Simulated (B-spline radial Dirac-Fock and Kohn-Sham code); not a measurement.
**What relativity does to the binding energies of Pt⁶⁰⁺**

System: Pt⁶⁰⁺, configuration [Ne] 3s2 3p6.

Both columns are ΔSCF binding energies of the configuration average from a radial finite-basis atomic code: non-relativistic Hartree-Fock with a point nucleus, and Dirac-Fock with a finite nucleus and the Coulomb interaction alone, averaged over the two j levels with weights 2j+1.

```tsv
shell	Hartree-Fock (eV)	Dirac-Fock (eV)	shift (eV)	shift (%)
1s	76221.5	83471.7	+7250.25	+9.51
2s	16426.4	18453.7	+2027.32	+12.34
2p	15976.2	16705.2	+728.99	+4.56
3s	6602.9	7214.9	+611.98	+9.27
3p	6409.8	6676.9	+267.02	+4.17
```

Relativity binds 1s, 2s, 2p, 3s, 3p more strongly, among those listed most of all 2s in relative terms.

Values without a named source are computed, but for edge energies of neutral atoms, which are taken from tables.
